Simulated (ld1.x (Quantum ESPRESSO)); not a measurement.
## What one change does to a pseudopotential (Cl, RRKJ)

Cl (Z = 17), norm-conserving RRKJ (Kleinman–Bylander form), made with ld1.x (Quantum ESPRESSO) 7.5 (revPBE, scalar-relativistic). Core [Ne], reference 3s2 3p3.5 (charge +1.5). Waves: 3p (bound): rc 1.20 bohr; 3d channel at -0.05 Ry: rc 1.25 bohr; 3s (bound): rc 0.90 bohr. Local part: the s channel. Core correction: none.

Change: functional LDA (PZ).

Cutoffs: the cutoffs (Ry, on a coarse ladder) from which the occupation-weighted sum of valence levels, in a spherical-Bessel basis at the reference potential, stays within 10 and 1 mRy of its value at 400 Ry; they do not see the model core or the augmentation charge, which bear on the density cutoff. Errors are all-electron minus pseudo energies relative to the spin-unpolarised reference configuration.

Task: What does the change do?

Result: The potential gets neither clearly harder nor softer (110 Ry and 300 Ry → 110 Ry and 300 Ry); the number of tests with a reliable result goes from 7 to 9; of the 7 tests that both files solve, the error grows in 6 and shrinks in 1 by more than 15 % and 0.3 meV (median size 21.4 → 24.4 meV); neither file shows a bound ghost.

| quantity | base | changed |
| --- | --- | --- |
| cutoff, loose | 110 Ry | 110 Ry |
| cutoff, tight | 300 Ry | 300 Ry |
| bound ghosts | none | none |
| error for 3s2 3p5, meV [ΔE -25.02 → -25.20 eV] | +21 | +27 |
| error for 3s2 3p4, meV [ΔE -11.18 → -11.23 eV] | +4.2 | +5.1 |
| error for 3s2 3p3, meV [ΔE 14.25 → 14.30 eV] | +3.7 | +5.7 |
| error for 3s2 3p1, meV [ΔE 104.74 → 105.06 eV] | +221 | +305 |
| error for 3s2 3p4.5, meV [ΔE -19.46 → -19.57 eV] | +12 | +15 |
| error for 3s2 3p2, meV [ΔE 52.53 → 52.69 eV] | +56 | +78 |
| error for 3s1 3p5, meV [ΔE 1.55 → 1.36 eV] | +61 | +24 |
| s: phases at 1.35 bohr within 0.05 rad from the reference energy up to (Ry; the scan ends near 5) | 0.4 | 0.3 |
| p: phases at 1.35 bohr within 0.05 rad from the reference energy up to (Ry; the scan ends near 5) | 4.8 | 4.8 |
| d: phases at 1.35 bohr within 0.05 rad from the reference energy up to (Ry; the scan ends near 5) | to the end of the scan | to the end of the scan |
